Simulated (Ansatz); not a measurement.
System: C3H8O3Si, charge 0, multiplicity 1. SMILES: C=CC[Si](O)(O)O
Coordinates optimised at B3LYP-D3(BJ)/def2-TZVP (Ansatz, a quantum-chemistry and plane-wave program):
```
C
H 1 1.0930
H 1 1.0932 2 107.85
C 1 1.4958 2 111.14 3 121.68
C 4 1.3303 1 125.34 2 -139.04
H 5 1.0821 4 121.48 1 -177.60
H 5 1.0847 6 116.92 4 178.75
H 4 1.0861 5 118.86 6 -1.04
Si 1 1.8690 2 108.52 3 -116.83
O 9 1.6390 1 105.15 2 -55.71
H 10 0.9608 9 118.05 1 172.68
O 9 1.6412 10 108.52 11 50.01
H 12 0.9606 9 116.74 10 -145.45
O 9 1.6469 10 113.94 11 -67.01
H 14 0.9624 9 115.96 10 -76.49
```

Wanted: atomisation energy (electronic, to ground-state atoms), in eV. Cores are frozen in the correlated levels unless marked. UHF or UKS for open shells. No spin-orbit coupling. No relativistic terms. The coupled-cluster limit lacks core correlation, which all-electron functionals hold. Basis-set limits of correlation are two-point, X^-3; Hartree-Fock from the larger set. [CCSD(T)-MP2]/basis is that difference in the basis named.

```json
[
 {"level": "BHLYP-D4/def2-TZVPD", "program": "Ansatz + dftd4", "atomisation energy (eV)": "62.69"},
 {"level": "CAM-B3LYP-D4/def2-TZVPD", "program": "Ansatz + dftd4", "atomisation energy (eV)": "65.16"},
 {"level": "LC-wPBE-D3(BJ)/def2-TZVPD", "program": "Ansatz + dftd3", "atomisation energy (eV)": "64.99"},
 {"level": "RI-MP2/CBS(aug-cc-pV(T+d)Z,aug-cc-pV(Q+d)Z)", "program": "Ansatz", "atomisation energy (eV)": "66.83"},
 {"level": "CCSD/CBS(cc-pV(T+d)Z,cc-pV(Q+d)Z)", "program": "Ansatz", "atomisation energy (eV)": "64.12"},
 {"level": "RI-MP2/CBS(cc-pV(T+d)Z,cc-pV(Q+d)Z)+[CCSD(T)-MP2]/cc-pV(Q+d)Z", "program": "Ansatz", "atomisation energy (eV)": "65.27"},
 {"level": "CCSD(T)/CBS(cc-pV(T+d)Z,cc-pV(Q+d)Z)", "program": "Ansatz", "atomisation energy (eV)": "65.26"}
]
```
